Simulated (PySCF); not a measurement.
C4H13NSi, SMILES C[SiH2]CN(C)C. Atoms are numbered in the order given.

```xyz
19

C      2.9614    -0.3493     0.1926
Si     1.3658     0.5754    -0.1783
C     -0.0985    -0.5715     0.2043
N     -1.3872    -0.1470    -0.2931
C     -2.3886    -1.1740    -0.1659
C     -1.8281     1.1101     0.2517
H      2.9918    -0.6715     1.2452
H      3.8385     0.2900     0.0103
H      3.0561    -1.2444    -0.4416
H      1.3180     1.8195     0.6553
H      1.3176     0.9859    -1.6167
H     -0.1068    -0.7786     1.3046
H      0.1599    -1.5355    -0.2703
H     -2.6111    -1.4433     0.8932
H     -3.3304    -0.8460    -0.6332
H     -2.0598    -2.0903    -0.6803
H     -2.7837     1.4053    -0.2083
H     -1.9782     1.0852     1.3567
H     -1.0988     1.9063     0.0359
```

Coordinates come from a PBE0-D3(BJ)/def2-SVP optimisation. The values are those of a single conformer.

Method: PySCF with PBE/def2-TZVP.

ESP charges are fitted to the potential on shells at 1.4 to 2.0 van der Waals radii. Atomic charges (e):

| atom | Mulliken | ESP fit |
|---|---|---|
| C1 | -0.48 | -0.87 |
| Si2 | 0.19 | 0.56 |
| C3 | -0.21 | -0.34 |
| N4 | -0.11 | -0.07 |
| C5 | -0.28 | -0.52 |
| C6 | -0.29 | -0.42 |
| H7 | 0.13 | 0.22 |
| H8 | 0.14 | 0.23 |
| H9 | 0.13 | 0.22 |
| H10 | -0.04 | -0.12 |
| H11 | -0.03 | -0.12 |
| H12 | 0.07 | 0.12 |
| H13 | 0.11 | 0.17 |
| H14 | 0.08 | 0.14 |
| H15 | 0.12 | 0.19 |
| H16 | 0.12 | 0.17 |
| H17 | 0.12 | 0.17 |
| H18 | 0.08 | 0.14 |
| H19 | 0.13 | 0.13 |

Computed Mayer and Wiberg (Löwdin basis) orders of the bonds:
```csv
bond,Mayer,Wiberg
C1–Si2,1.00,1.24
Si2–C3,0.99,1.12
C3–N4,0.98,1.31
N4–C5,1.00,1.34
N4–C6,1.01,1.34
C1–H7,0.94,0.90
C1–H8,0.95,0.90
C1–H9,0.95,0.90
Si2–H10,0.94,0.91
Si2–H11,0.95,0.92
C3–H12,0.90,0.85
C3–H13,0.93,0.84
C5–H14,0.95,0.91
C5–H15,0.97,0.91
C5–H16,0.97,0.91
C6–H17,0.96,0.91
C6–H18,0.95,0.91
C6–H19,0.96,0.90
```
